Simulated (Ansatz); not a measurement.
Frontier orbitals of `CS[SiH](F)F`.

Z-matrix (Å, degrees):
```
C
S 1 1.823
H 1 1.089 2 110.8
H 1 1.089 2 106.2 3 -118.5
H 1 1.089 2 110.8 3 123.0
Si 2 2.093 1 99.4 3 -61.3
F 6 1.589 2 111.4 1 -58.1
F 6 1.589 2 111.3 1 58.0
H 6 1.471 2 110.2 1 179.9
```

Total charge 0; spin multiplicity 1. Geometry: relaxed with PBE0-D4/def2-TZVP. It is one conformer, not always the lowest. Basis def2-TZVPP, Ansatz 0.2.0.

```tsv
functional	HOMO (eV)	LUMO (eV)	gap (eV)
LDA (SPW92)	-6.46	-1.37	5.09
PBE	-6.34	-1.14	5.20
revPBE	-6.29	-1.04	5.25
BLYP	-6.17	-1.02	5.15
PBE0	-7.59	-0.19	7.40
B3LYP	-7.34	-0.44	6.90
CAM-B3LYP	-8.93	0.86	9.79
ωB97M-V	-9.80	1.70	11.50
HF	-10.44	3.15	13.59
```

From PBE to PBE0 the HOMO moves by −1.26 eV and the LUMO by +0.95 eV, and with ωB97M-V by −3.46 and +2.84 eV, so the gap grows from 5.19 to 11.50 eV with exact exchange. A positive LUMO is unbound and depends on the basis.

B3LYP here is the variant with VWN-RPA as its local correlation; programs differ in this.
